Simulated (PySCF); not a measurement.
Working out the ionisation energy of Cr⁺

Cr⁺ [Ar] 3d5 (6S) → Cr²⁺ [Ar] 3d4 (5D). Computed with PySCF 2.14 in def2-TZVPPD (6s6p4d2f1g, 67 functions), with no relativity, point nucleus. Frozen: [Ne]. Energies in hartree (1 hartree = 27.21139 eV):

```json
{"part": "UHF", "Cr⁺ (lower)": "-1043.117298", "Cr²⁺ (upper)": "-1042.561298"}
{"part": "CCSD correlation", "Cr⁺ (lower)": "-0.384660", "Cr²⁺ (upper)": "-0.337625"}
{"part": "(T)", "Cr⁺ (lower)": "-0.008194", "Cr²⁺ (upper)": "-0.006023"}
```

Task: What does Hartree-Fock give?

Result: (-1042.561298) − (-1043.117298) = 0.556000 hartree = 15.130 eV.

Task: What do CCSD and CCSD(T) give?

Result: The CCSD correlation energies differ by 0.047035 hartree = 1.280 eV and the triples by 0.002171 hartree = 0.059 eV, so CCSD gives 16.410 eV and CCSD(T) 16.469 eV.

A first-order spin-orbit estimate adds -0.047 eV to CCSD(T) (valence and next inner shell), giving 16.422 eV against 16.486 eV (measured; NIST Atomic Spectra Database, ionization energies).

The calculation is non-relativistic.

What remains against the reference includes basis incompleteness, the frozen core and higher excitations.
